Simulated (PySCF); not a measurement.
Spinor energies of N (nitrogen, neutral)

Start: [He] 2s2 2p3; 2p1/2 filled at m_j = -1/2, +1/2; 2p3/2 filled at m_j = +3/2. Calculated with PySCF 2.14 in x2c-QZVPPall-2c (7s4p3d2f1g, 57 functions): generalised Hartree-Fock with the X2C-1e Hamiltonian and a Gaussian nucleus; one run each with spin-orbit coupling (SO) switched off, then screened by Boettger's factors.

```csv
spinor shell,electrons,"ε, spin-free (eV)","ε, screened SO (eV)",weight of nominal j (screened SO),"rms radius, screened SO (bohr)"
1s1/2,2,-425.41,-425.41,1.000,0.265
2s1/2,2,-25.723,-25.723,1.000,1.48
2p1/2,2,-15.521,-15.525,0.501,1.59
2p3/2,1,-15.521,-15.513,1.000,1.59
```

```tsv
quantity	spin-free	screened SO
E (hartree)	-54.43370	-54.43370
M_J	3/2	3/2
⟨J²⟩	3.757	3.757
⟨L²⟩	0.000	0.000
⟨S²⟩	3.757	3.757
```

Each row is a mean over spinors that exchange with the open shell spreads, by up to 11.888 eV (2s1/2).

Rows whose weight is well below 1 are mixtures of j = l ± 1/2: exchange outweighs spin-orbit coupling there, and the label is only the starting occupation.

Without spin-orbit coupling the j labels of p, d and f shells carry no meaning; the spin-free column gives the mean over the occupied spinors of each nl shell.
